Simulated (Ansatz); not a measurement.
Two isomers of C2H6OSn: A = `C=C[O][SnH3]`, B = `[CH3][SnH]1[CH2][O]1`.

Calculated with Ansatz (gas phase, PBE0-D4/def2-TZVP geometries, no zero-point term in ΔE). CBS: MP2 limit from def2 TZ/QZ plus the TZ coupled-cluster correction, frozen cores. DFT in def2-TZVPP. B3LYP here is the variant with VWN-RPA as its local correlation; programs differ in this. def2 core potentials past Kr. For Sn outer-core shells are correlated without core-valence functions, which leaves a few kJ/mol of doubt a bond. One conformer a species, not always the lowest.

A:

```xyz
10

C    -1.437    0.737   -0.264
C    -1.213   -0.331    0.499
O    -0.054   -0.954    0.733
Sn    1.658   -0.344   -0.079
H    -2.439    1.131   -0.357
H    -0.650    1.248   -0.812
H    -2.039   -0.806    1.029
H     1.947    1.245    0.459
H     2.737   -1.486    0.563
H     1.491   -0.440   -1.771
```

B:

Z-matrix (Å, degrees):
```
C
Sn 1 2.142
H 1 1.090 2 108.8
H 1 1.089 2 109.2 3 119.8
H 1 1.090 2 109.9 3 -120.1
C 2 2.178 1 116.8 3 -88.5
O 2 2.163 1 98.7 3 -56.2
H 2 1.716 1 110.9 3 46.0
H 6 1.097 2 112.1 1 -49.3
H 6 1.096 2 112.8 1 -179.9
```

(1) Which isomer does CCSD(T)/CBS put lower? Give the gap. (Estimate.)

(2) Give E(B) − E(A) in kcal/mol with MP2/def2-TZVPP, r2SCAN-D4, B3LYP-D4, CCSD/def2-TZVPP, CCSD(T)/def2-TZVPP, PBE-D4, B2PLYP. (An estimate is asked.)

Largest T1 diagnostic: 0.017.

## Answers

(1) The calculation gave: A, by 8.4 kcal/mol.

(2) The calculation gave: MP2/def2-TZVPP 6.4, r2SCAN-D4 6.8, B3LYP-D4 10.4, CCSD/def2-TZVPP 13.3, CCSD(T)/def2-TZVPP 10.2, PBE-D4 4.2, B2PLYP 9.1. None reverses the order clearly.

From PBE to PBE0 (25 % exact exchange), in def2-TZVPP and without D4, E(B) − E(A) moves by +4.4 kcal/mol. In def2-TZVPP, CCSD(T) changes the Hartree–Fock value by −16.2 kcal/mol (the triples alone add −3.1 kcal/mol) and MP2 by −20.1 kcal/mol.
